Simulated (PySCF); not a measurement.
CH₁₁NOSi₃, SMILES [SiH3]N[SiH2][SiH2]OC.

Geometry optimised at PBE0-D3(BJ)/def2-SVP. The structure was generated by enumeration, and PubChem lists no compound with its InChIKey, so it may never have been made. Other conformers were not sampled.

Computed with TDA-PBE/def2-SVPD run with PySCF 2.14.0.

Vertical excitations. Isolated molecule, no solvent.

**Question.** List the lowest excited states. (The exact figures need the calculation; the answer reports its results.)

**Answer.** 
```
state  energy (eV)  λ (nm)      f         main pairs
-----  -----------  ------  -----  -----------------
S1            4.67     266  0.004     HOMO→LUMO 99 %
S2            5.22     237  0.000  HOMO−1→LUMO 100 %
S3            5.62     221  0.007   HOMO→LUMO+1 83 %
S4            5.75     216  0.012   HOMO−2→LUMO 88 %
S5            5.97     208  0.018   HOMO→LUMO+2 85 %
S6            6.13     202  0.116   HOMO→LUMO+3 88 %
T1            4.37     284      0     HOMO→LUMO 99 %
T2            5.08     244      0   HOMO−1→LUMO 99 %
```
Triplets are in the Tamm–Dancoff approximation.
